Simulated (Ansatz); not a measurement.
System: MoO (charge 0, triplet). The spin state was set by rule; other spins were not relaxed. 
Coordinates optimised at B3LYP-D3(BJ)/def2-TZVP (Ansatz, an electronic-structure program):
```
Mo
O 1 1.6412
```
Charge 0, spin multiplicity 3.

Quantity: atomisation energy (electronic, to ground-state atoms), in kcal/mol. Correlated levels leave the core frozen unless marked. Open shells are spin-unrestricted. Spin-orbit coupling is left out. The frozen core is the preceding noble-gas configuration, with the filled d and f shells of earlier blocks. Past Kr the def2 sets carry scalar-relativistic core potentials. The coupled-cluster limit lacks core correlation, which all-electron functionals hold. Basis-set limits of correlation are two-point, X^-3; Hartree-Fock from the larger set. The program attaches cautions to a run behind CCSD(T)/CBS(def2-TZVPPD,def2-QZVPPD): other amplitudes.

The UHF reference is spin-contaminated (<S^2> 0.93 over the pure value in the largest basis). The T1 diagnostic of CCSD in the largest basis is 0.082, which is high, so the coupled-cluster rows are less sure than usual.

```
level                                        program  atomisation energy (kcal/mol)
------------------------------------  --------------  -----------------------------
PBE/def2-TZVPD                                Ansatz                          132.4
revPBE-D4/def2-TZVPD                  Ansatz + dftd4                          126.3
PBE0-D3(BJ)/def2-TZVPD                Ansatz + dftd3                          105.5
PBE0-D4/def2-TZVPD                    Ansatz + dftd4                          105.8
CCSD/def2-SVP                                 Ansatz                     (withheld)
CCSD(T)/CBS(def2-TZVPPD,def2-QZVPPD)          Ansatz                     (withheld)
```

Problem. Complete the blanks.

Solution. 
- CCSD/def2-SVP, atomisation energy (kcal/mol): 89.7
- CCSD(T)/CBS(def2-TZVPPD,def2-QZVPPD), atomisation energy (kcal/mol): 115.0
